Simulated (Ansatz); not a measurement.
C₂H₈N₂Si (`NC1NC[SiH2]1`), 13 atoms. The species carries charge 0 and has multiplicity 1. All runs use 4 threads of a server CPU on a shared host. Correlated methods freeze the cores.

Task: How many basis functions does each run have, and how long does it take in Ansatz? RHF-CCSD(T)/def2-TZVPP energy; RKS ωB97M-V/def2-QZVPP energy; RKS PBE0-D4/def2-TZVP frequencies; RKS r2SCAN-D4/def2-TZVPP energy and forces; RHF-MP2/def2-QZVPP energy; RKS PBE0-D4/def2-TZVP relaxation (10 steps); RKS B3LYP-D4/def2-TZVPP energy and forces; direct RPA on PBE orbitals/def2-TZVPP energy; RKS SPW92 (LDA)/def2-TZVPP energy; RHF-CCSD(T)/def2-SVP energy; RKS revPBE-D4/def2-TZVPP energy; RKS PBE0-D4/def2-SVP energy. (Best estimate.)

Result: Computed: Other jobs shared the machine, so times are rough.

```
                                level                    job  functions  wall time  peak host memory (GiB)
           RKS SPW92 (LDA)/def2-TZVPP                 energy        278      1.7 s                    0.38
                 RKS PBE0-D4/def2-SVP                 energy        114        2 s                    0.25
             RKS revPBE-D4/def2-TZVPP                 energy        278      2.8 s                    0.38
             RKS r2SCAN-D4/def2-TZVPP      energy and forces        278      6.5 s                    0.41
              RKS B3LYP-D4/def2-TZVPP      energy and forces        278      7.5 s                    0.85
                 RHF-CCSD(T)/def2-SVP                 energy        114        8 s                     0.6
direct RPA on PBE orbitals/def2-TZVPP                 energy        278       11 s                    0.85
               RKS ωB97M-V/def2-QZVPP                 energy        538       32 s                     2.5
                RKS PBE0-D4/def2-TZVP  relaxation (10 steps)        209       43 s                    0.56
                   RHF-MP2/def2-QZVPP                 energy        538       59 s                     4.2
                RKS PBE0-D4/def2-TZVP            frequencies        209    3.9 min                    0.56
               RHF-CCSD(T)/def2-TZVPP                 energy        278    4.6 min                     7.9
```

B3LYP here is the variant with VWN-RPA as its local correlation; programs differ in this.
